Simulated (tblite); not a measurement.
C₉H₉NSSi.
SMILES with atom numbers: `[SiH3:1][c:2]1[cH:3][c:4]([CH:5]=[S:6])[c:7]2[cH:8][cH:9][cH:10][cH:11][n:12]12` (hydrogens: H13, H14, H15 on Si1; H16 on C3; H17 on C5; H18 on C8; H19 on C9; H20 on C10; H21 on C11)

Structure optimised with GFN2-xTB, isolated species.

Entries marked ? are missing. Bonds in one row agree within 0.01 Å.

```
      coordinate    value
          Si1–C2  1.872 Å
           C2–C3  1.376 Å
           C3–C4  1.415 Å
           C4–C5  1.408 Å
           C5=S6        ?
           C4–C7        ?
           C7–C8  1.397 Å
           C8–C9  1.370 Å
          C9–C10  1.408 Å
         C10–C11  1.363 Å
         C11–N12  1.351 Å
          C2–N12        ?
          C7–N12  1.383 Å
         Si1–H13  1.458 Å
Si1–H14, Si1–H15  1.468 Å
          C3–H16  1.073 Å
          C5–H17  1.087 Å
          C8–H18  1.078 Å
          C9–H19  1.078 Å
         C10–H20  1.078 Å
         C11–H21  1.079 Å
       Si1–C2–C3   128.8°
      Si1–C2–N12   124.3°
       C3–C2–N12   106.9°
        C2–C3–C4   109.7°
        C3–C4–C5   125.5°
        C3–C4–C7   105.7°
        C5–C4–C7        ?
        C4–C5–S6   126.8°
        C4–C7–C8   133.3°
       C4–C7–N12   107.3°
       C8–C7–N12   119.4°
        C7–C8–C9   119.3°
       C8–C9–C10        ?
      C9–C10–C11        ?
     C10–C11–N12   120.2°
      C2–N12–C11   128.4°
```

**Question.** Fill in the missing values.

**Answer.** 
- C5=S6 = 1.640 Å, drawn double (thiocarbonyl carbon to thiocarbonyl sulfur); 0.14 Å below the sum of covalent radii, 1.78 Å.
- C4–C7 = 1.416 Å, aromatic (substituted aromatic carbon to ring-fusion aromatic carbon); 0.04 Å below the sum of covalent radii, 1.46 Å.
- C2–N12 = 1.375 Å, aromatic (substituted aromatic carbon to pyrrole-type nitrogen); 0.06 Å below the sum of covalent radii, 1.44 Å.
- C5–C4–C7 = 128.8°, at the substituted aromatic carbon; the outer atoms are 2.546 Å apart.
- C8–C9–C10 = 119.8°, at the aromatic CH carbon, inside a 6-membered ring; the outer atoms are 2.403 Å apart.
- C9–C10–C11 = 120.1°, at the aromatic CH carbon, inside a 6-membered ring; the outer atoms are 2.400 Å apart.

Radii are Cordero's, carbon taken as 0.76, 0.73 or 0.69 Å for four, three, and two or fewer neighbours.

Its GFN2-xTB frequencies are all real (lowest 62 cm⁻¹). One conformer, not necessarily the lowest (C3–C4–C5–S6 180°). 2 starts were optimised and ended at 0.00 and 1.33 kcal/mol (GFN2-xTB); the lowest of these is shown.

The numbers are calculated, not measured.
